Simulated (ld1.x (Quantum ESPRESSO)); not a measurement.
**Al: one change to an RRKJ potential, before and after**

ld1.x (Quantum ESPRESSO) 7.5 input, shortened:

```
&input
   title='Al', zed=13., rel=1, dft='PW91', iswitch=3,
   config='[Ne] 3s1.5 3p1.5'
 /
 &inputp
   pseudotype=2, tm=.false., lloc=0,
   nlcc=.false.
 /
2
3P  2  1   1.50   0.00  1.95  1.95  0.0
3S  1  0   1.50   0.00  1.70  1.70  0.0
 &test
   configts(1)='3s1.5 3p1.5'
 /
```

Change: wave 3s (bound): rc 1.70 bohr becomes 3s (bound): rc 2.24 bohr.

Cutoffs: the cutoffs (Ry, on a coarse ladder) from which the occupation-weighted sum of valence levels, in a spherical-Bessel basis at the reference potential, stays within 10 and 1 mRy of its value at 400 Ry; they do not see the model core or the augmentation charge, which bear on the density cutoff. Errors are all-electron minus pseudo energies relative to the spin-unpolarised reference configuration.

**Question.** Predict the effect on cutoff, ghosts and configuration errors.

**Answer.** The potential gets softer (10 Ry and 30 Ry → 8 Ry and 25 Ry); the errors of the 7 common tests hardly move; neither file shows a bound ghost. A larger radius leaves more room for a smooth pseudo-wave, so fewer plane waves are needed.

| quantity | base | changed |
| --- | --- | --- |
| cutoff, loose | 10 Ry | 8 Ry |
| cutoff, tight | 30 Ry | 25 Ry |
| bound ghosts | none | none |
| error for 3s2 3p1, meV [ΔE -2.55 eV] | +1.6 | +1.4 |
| error for 3s2 3p0, meV [ΔE 3.25 eV] | -0.3 | +0.4 |
| error for 3s1 3p0, meV [ΔE 22.53 eV] | +14 | +16 |
| error for 3s1 3p2, meV [ΔE 2.60 eV] | +1.8 | +1.7 |
| error for 3s1 3p1, meV [ΔE 9.06 eV] | +5.1 | +5.3 |
| error for 3s2 3p0.5, meV [ΔE -0.45 eV] | +1.2 | +1.1 |
| error for 3s2 3p1.3, meV [ΔE -3.13 eV] | +1.6 | +1.5 |
